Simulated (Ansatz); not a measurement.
Mg₂O₂⁻. Charge -1, multiplicity 2. Geometry B3LYP-D4/def2-TZVPD; atoms count from 1.

```tsv
atom	x (Å)	y (Å)	z (Å)
Mg1	0.740	-0.485	0.856
Mg2	-0.740	0.485	-0.856
O3	0.958	1.044	-0.237
O4	-0.958	-1.044	0.237
```

The highest occupied level of the charge -1 doublet lies above zero (up to 0.03 eV). By energy differences its removal costs 1.30 eV (vertical, to the charge 0 singlet, at PBE0-D4/def2-TZVPD); a positive level beside a positive removal energy at the same level points to self-interaction error. The structure comes from a short search, and lower isomers may exist.

(1) Estimate the Mulliken populations from the PBE0/def2-TZVPD orbitals of Ansatz.

(2) Where does the spin sit?

(3) And the Mayer bond orders between bonded heavy atoms (over 0.3)?

Results:

(1) 
```tsv
atom	charge (e)	spin (α − β)
Mg1	0.58	0.64
Mg2	0.58	0.64
O3	-1.08	-0.14
O4	-1.08	-0.14
```
Mulliken values and Mayer orders depend strongly on the basis. With diffuse functions, as here, like atoms can get unlike values, and bond orders can come out too low or too high.

(2) Summed by element: Mg 1.29, O -0.29, of 1 unpaired in all. Largest on single atoms: Mg2 0.64, Mg1 0.64, O4 -0.14.

(3) Mg1–Mg2 0.40 (2.46 Å); Mg1–O3 0.54 (1.89 Å); Mg1–O4 0.54 (1.89 Å); Mg2–O3 0.54 (1.89 Å); Mg2–O4 0.54 (1.89 Å).
